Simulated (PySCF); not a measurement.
**Diatomic cations of Zr with the halogens**

r²SCAN with triple-zeta basis sets in PySCF, for the lowest determinant that a PBE0 search found; no spin–orbit coupling. De refers to high-spin ground-configuration atoms (the charge goes to the atom of lower measured ionisation energy or higher electron affinity, which is not always the lowest computed limit). A positive dipole points towards Zr; it is taken about the centre of mass and depends on that origin.

```
 M        basis  charged atom  state (unpaired electrons)  Re (Å)  ωe (cm⁻¹)  De (eV)  μ (D)
 F  def2-TZVPPD           Zr+          triplet (σ ↑, δ ↑)   1.821        754      n/a   4.47
Cl  def2-TZVPPD           Zr+          triplet (σ ↑, δ ↑)   2.235        465      n/a   5.06
Br  def2-TZVPPD           Zr+          triplet (σ ↑, δ ↑)   2.384        333      n/a   6.83
```

The shortest bond is that of ZrF⁺ (1.821 Å), the longest that of ZrBr⁺ (2.384 Å).

Down a group the atoms grow and get heavier, so bonds lengthen and wavenumbers fall; this series shows no clear exception.

De is left out where the level can put another filling of the metal’s s and d shells below the measured ground configuration, by anything from nothing to about 1 eV. Spin–orbit coupling is left out, which matters for elements this heavy, above all for dissociation energies. The state is the lowest single determinant that the PBE0 search found; with open d or f shells the true ground state can be another one.
